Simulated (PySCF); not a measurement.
## A survey of $^{17}$O NMR shifts

PySCF 2.14.0 with density-fitted response routines calculation with geometry: GFN2-xTB and shielding tensors at PBE0/pcSseg-1 (GIAO); non-relativistic Hamiltonian, gas phase, single conformer, one averaged value for each set of equivalent atoms.

Shieldings were converted by a linear fit to measured shifts: $^{17}$O: δ = 266.70 − 0.911σ (rms 10.7 ppm, 155 shifts, 12.2 ppm with the 3 outliers that the fit left out vs liquid water, solution or neat liquid). Occasional misses reach two or three times the rms, and more in compound classes unlike the fitted ones.

Problem. Give the $^{17}$O shifts of `COC(=O)c1ccpcp1`.

Solution. 
```json
{"compound": "[CH3:1][O:2][C:3](=[O:4])[c:5]1[cH:6][cH:7][p:8][cH:9][p:10]1", "environment": "O4: ester carbonyl oxygen", "δ (ppm)": "333.6"}
{"compound": "[CH3:1][O:2][C:3](=[O:4])[c:5]1[cH:6][cH:7][p:8][cH:9][p:10]1", "environment": "O2: ester alkoxy oxygen", "δ (ppm)": "129.1"}
```

Problem. Match the shifts 535.8, 491.0, 22.9, -22.4 ppm to `C=C(C)[P@@](=O)(CC)C(F)(F)F`, `C#C[Si@@H](C#C[SiH3])OC`, `O=C(Cl)C(F)(F)C(F)(F)F`, `C#Cc1ccccc1C(=O)Cl`.

Solution. 535.8: O=C(Cl)C(F)(F)C(F)(F)F (carbonyl oxygen); 491.0: C#Cc1ccccc1C(=O)Cl (carbonyl oxygen); 22.9: C=C(C)[P@@](=O)(CC)C(F)(F)F (P=O oxygen); -22.4: C#C[Si@@H](C#C[SiH3])OC (oxygen bonded to C, Si).
